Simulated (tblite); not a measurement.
C7H15Al.
Cartesian coordinates in Å at the GFN2-xTB level; atoms count from 1:
```
atom  x, y, z in Å
C1    -3.4030    0.1119    0.1010
C2    -2.0259   -0.3430   -0.3676
C3    -0.9075    0.4300    0.3287
C4     0.4889    0.0884   -0.1994
C5     1.5445    1.0103    0.4445
C6     2.9370    0.7913   -0.1880
Al7    2.8320   -1.1992   -0.2923
C8     0.8744   -1.3893    0.0405
H9    -4.1842   -0.4575   -0.3980
H10   -3.5537    1.1667   -0.1192
H11   -3.5077   -0.0308    1.1747
H12   -1.9458   -0.1970   -1.4480
H13   -1.9186   -1.4101   -0.1662
H14   -0.9434    0.2282    1.4026
H15   -1.0844    1.5005    0.1892
H16    0.5035    0.2798   -1.2809
H17    1.2252    2.0522    0.3491
H18    1.5901    0.7769    1.5129
H19    2.9713    1.3053   -1.1583
H20    3.7030    1.2759    0.4265
H21    3.9187   -2.2577   -0.5667
H22    0.5930   -1.6637    1.0665
H23    0.2880   -2.0421   -0.6137
```

Calculated harmonic vibrations of the isolated species, GFN2-xTB (tblite), most abundant isotopes, no scaling. The method is semi-empirical: single wavenumbers can be off by several per cent or more. Modes of hydrogen on aluminium can be 10 to 20 % off. One conformer, not necessarily the lowest.

Harmonic wavenumbers (cm⁻¹): 63.8, 79.1, 102.9, 144.7, 188.6, 235.6, 275.3, 327.6, 342.4, 371.2, 420.1, 483.3, 495.3, 520.3, 619.2, 639.9, 706.3, 784.0, 853.7, 878.2, 908.4, 936.7, 993.3, 1015.3, 1036.0, 1058.6, 1065.0, 1089.6, 1123.3, 1149.4, 1166.9, 1190.7, 1232.1, 1253.5, 1265.5, 1286.2, 1312.3, 1326.6, 1338.1, 1371.0, 1416.8, 1457.2, 1461.2, 1487.9, 1495.0, 1497.7, 1506.1, 1508.4, 1815.5, 2877.4, 2879.3, 2884.0, 2922.0, 2927.8, 2930.4, 2943.7, 2947.7, 2962.8, 2969.1, 2987.2, 3027.6, 3028.8, 3034.8.

A = 4064, B = 789.4, C = 694.0 MHz; mass 126.099 u (most abundant isotopes); point group C1, symmetry number 1.

What is the zero-point energy?

½Σν̃ = 43309 cm⁻¹ = 123.83 kcal/mol.

What is S at 400 K and 1 bar for an ideal gas of classical rigid rotors and harmonic oscillators?

Translation 41.90, rotation 30.23, vibration 40.88: S = 113.0 cal/(mol K).

And Cp and H(400 K) − H(0)?

Cp = 53.48 cal/(mol K), of which vibrations give 45.53 (their classical limit is 63 R = 125.2); H(400 K) − H(0) = 12.02 kcal/mol without the zero-point energy, 8.84 from vibrations.

Which modes carry the vibrational entropy at 400 K?

63.8 cm⁻¹: 4.92; 79.1 cm⁻¹: 4.49; 102.9 cm⁻¹: 3.97; 144.7 cm⁻¹: 3.31; 188.6 cm⁻¹: 2.80; 235.6 cm⁻¹: 2.37 cal/(mol K); the other 57 give 19.02 together.

Blend soft modes into free rotors: weight 1/[1 + (100 cm⁻¹/ν̃)⁴] for the oscillator and the rest for a rotor with moment μB/(μ + B), μ = h/(8π²ν), B = 10⁻⁴⁴ kg m². What vibrational entropy results?

38.43 cal/(mol K) in place of 40.88, which changes −T·S at 400 K by +0.98 kcal/mol.

What must be added to the electronic energy to get the Gibbs energy at 400 K and 1 bar?

ZPE + [H(400 K) − H(0)] − T·S = 123.83 + 12.02 − 45.20 = 90.65 kcal/mol.

How do the functions run with temperature in this model?

```json
{"T (K)": "150", "S (cal/(mol K))": "77.4", "Cp (cal/(mol K))": "24.3", "H − H(0) (kcal/mol)": "2.35", "G − H(0) (kcal/mol)": "-9.26", "ln q(vib)": "2.69"}
{"T (K)": "250", "S (cal/(mol K))": "92.4", "Cp (cal/(mol K))": "35.5", "H − H(0) (kcal/mol)": "5.33", "G − H(0) (kcal/mol)": "-17.77", "ln q(vib)": "5.34"}
{"T (K)": "298.15", "S (cal/(mol K))": "99.1", "Cp (cal/(mol K))": "41.3", "H − H(0) (kcal/mol)": "7.18", "G − H(0) (kcal/mol)": "-22.38", "ln q(vib)": "6.65"}
{"T (K)": "600", "S (cal/(mol K))": "138.6", "Cp (cal/(mol K))": "73.2", "H − H(0) (kcal/mol)": "24.79", "G − H(0) (kcal/mol)": "-58.39", "ln q(vib)": "15.05"}
{"T (K)": "900", "S (cal/(mol K))": "172.3", "Cp (cal/(mol K))": "92.7", "H − H(0) (kcal/mol)": "49.90", "G − H(0) (kcal/mol)": "-105.17", "ln q(vib)": "23.26"}
```

q(vib) and H(0) count from the zero-point level.

Hindered rotation and anharmonicity are outside this model. Other conformers, if any are populated, would add a mixing term that is left out. The structure is chiral; the term R ln 2 for an equal mix with its mirror image is left out.
